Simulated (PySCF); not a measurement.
**RbN⁻: one state, many levels of theory**

State: ⁴Σ⁻ (quartet), unpaired electrons σ ↑, π ↑↑. Set-up: PySCF, scalar-relativistic core potentials, basis sets Rb def2-SVPD with ECP28, N def2-SVPD. De refers to Rb⁻ + N in their high-spin ground configurations, without counterpoise correction. The functionals are run spin-unrestricted. A positive dipole points towards N; it is taken about the centre of mass and depends on that origin. Levels whose curve was spin-contaminated or gave no clean fit are not listed.

```
 Level  Re (Å)  ωe (cm⁻¹)  De (eV)  μ (D)  CPU s a point (SCF and correlation, without the integrals)
   PBE   2.833        226     1.13   2.36                                                        0.99
  PW91   2.820        230     1.17   2.28                                                        0.84
r²SCAN   2.847        218     0.87   2.63                                                        0.88
  PBE0   2.800        237     0.78   2.24                                                        0.78
 B97-3   2.898        199     0.71   2.40                                                        0.48
M06-2X   2.895        185     0.52   1.00                                                           1
```

Problem. What does the step from GGA to meta-GGA do here, going from PBE to r²SCAN?

Solution. r²SCAN less PBE: +1.4 pm in Re, -3.5 % in ωe, -0.26 eV in De. 

Spin–orbit coupling is left out. For an ion De counts to the pair picked by the measured ionisation energies or electron affinities, which need not be the lowest pair at this level. The highest Kohn–Sham level is positive in this anion. Much of that is self-interaction error, but it also means that the finite basis helps to hold the extra electron. The state was picked by a PBE0 search and need not be the measured ground state.

The whole job (state search and all levels along the bond) took about 3 min on 1 thread of Arm Neoverse V1 (shared host), peak memory 0.6 GiB.
